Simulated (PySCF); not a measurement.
Si(CCH)(Me)(OMe)2, SMILES C([Si](OC)(C)OC)#C (GFN2-xTB optimised geometry):

```
18

C      1.616    -0.281     0.020
C      0.415    -0.268     0.000
Si    -1.453    -0.268     0.000
C     -2.092    -1.073    -1.588
O     -2.079     1.224     0.000
C     -1.998     2.200     0.999
O     -1.969    -0.981     1.377
C     -1.728    -2.283     1.822
H      2.669    -0.288     0.030
H     -3.176    -1.127    -1.595
H     -1.707    -2.084    -1.685
H     -1.783    -0.520    -2.467
H     -2.669     3.014     0.724
H     -0.976     2.581     1.074
H     -2.294     1.792     1.966
H     -0.655    -2.469     1.912
H     -2.198    -2.394     2.800
H     -2.153    -3.014     1.131
```

Computed with PBE0/def2-SVP in PySCF.

Question: What are the frontier orbital energies and the dipole moment?

Answer: HOMO-2 -8.14 eV, HOMO-1 -8.06 eV, HOMO -7.94 eV, LUMO 0.33 eV, LUMO+1 0.53 eV; dipole moment 1.34 D.

On the same geometry PBE/def2-SVP in PySCF gives HOMO-2 -6.77 eV, HOMO-1 -6.51 eV, HOMO -6.36 eV, LUMO -0.61 eV, LUMO+1 -0.43 eV; dipole moment 1.17 D.

Meta-Löwdin charges at PBE0/def2-SVP: C1 -0.15, C2 -0.31, Si3 1.25, C4 -0.57, O5 -0.60, C6 -0.07, O7 -0.60, C8 -0.07, H9 0.16, H10 0.12, H11 0.12, H12 0.13, H13 0.11, H14 0.10, H15 0.10, H16 0.10, H17 0.11, H18 0.09.
